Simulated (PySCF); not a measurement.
B(H)(OH)(NMe2) (C2H8BNO), SMILES CN(C)BO.

Geometry: TPSSh-D3(BJ)/def2-SVP. This is a generated structure with no PubChem entry under its InChIKey; it may be hypothetical. The values are those of a single conformer.

These are TPSSh-D3(BJ)/def2-SVP (PySCF) values and carry that method's errors.

No scaling factor is applied to the harmonic values.

Task: Estimate the vibrational spectrum. (Estimate from the structure and the level; the computed values follow.)

Result: 
```tsv
mode	ν (cm⁻¹)	IR (km/mol)	Raman (Å⁴/amu)	depolarisation	moving atoms (share of kinetic energy)
1	113	4.6	0.5	0.75	H 78 %, O 9 %
2	194	1.8	0.1	0.75	H 78 %, C 9 %
3	237	10.5	1.8	0.75	H 75 %, B 19 %
4	274	6.7	0.2	0.32	C 34 %, O 31 %, H 24 %, N 9 %
5	278	0.2	0.3	0.75	H 47 %, N 46 %
6	384	0.8	1.4	0.55	C 40 %, H 38 %, O 9 %
7	521	3.1	3.2	0.35	H 27 %, C 23 %, O 23 %, B 15 %, N 12 %
8	546	104.0	0.8	0.75	H 67 %, O 15 %, B 14 %
9	812	35.9	6.7	0.15	C 41 %, H 29 %, B 24 %
10	888	11.6	1.6	0.75	H 66 %, B 31 %
11	1006	74.6	2.2	0.70	H 71 %, O 15 %, C 9 %
12	1075	18.3	8.7	0.63	H 63 %, C 26 %
13	1081	18.5	6.6	0.54	H 73 %, C 20 %
14	1116	0.0	2.1	0.75	H 80 %, C 20 %
15	1159	39.4	4.7	0.40	H 67 %, B 19 %, O 12 %
16	1173	2.5	0.5	0.75	H 69 %, C 19 %, N 12 %
17	1244	43.4	0.2	0.61	N 46 %, C 23 %, H 15 %, B 9 %
18	1312	113.7	2.8	0.48	N 31 %, B 27 %, H 22 %, C 10 %, O 10 %
19	1438	1.7	11.3	0.73	H 86 %, C 14 %
20	1451	163.3	8.6	0.18	H 59 %, C 19 %, N 11 %, B 10 %
21	1467	1.9	28.3	0.75	H 97 %
22	1481	10.4	6.2	0.75	H 96 %
23	1484	80.0	22.3	0.65	H 75 %, B 13 %
24	1500	12.0	5.8	0.75	H 95 %
25	1558	203.8	11.4	0.71	H 53 %, N 25 %, B 21 %
26	2635	151.1	85.6	0.21	H 91 %, B 9 %
27	2985	62.9	35.4	0.25	H 97 %
28	2992	78.8	296.5	0.01	H 97 %
29	3039	82.9	168.5	0.75	H 91 %, C 9 %
30	3049	13.0	51.6	0.75	H 90 %, C 10 %
31	3105	42.4	60.1	0.66	H 91 %, C 9 %
32	3145	13.2	60.7	0.60	H 91 %, C 9 %
33	3804	19.5	77.1	0.23	H 94 %
```
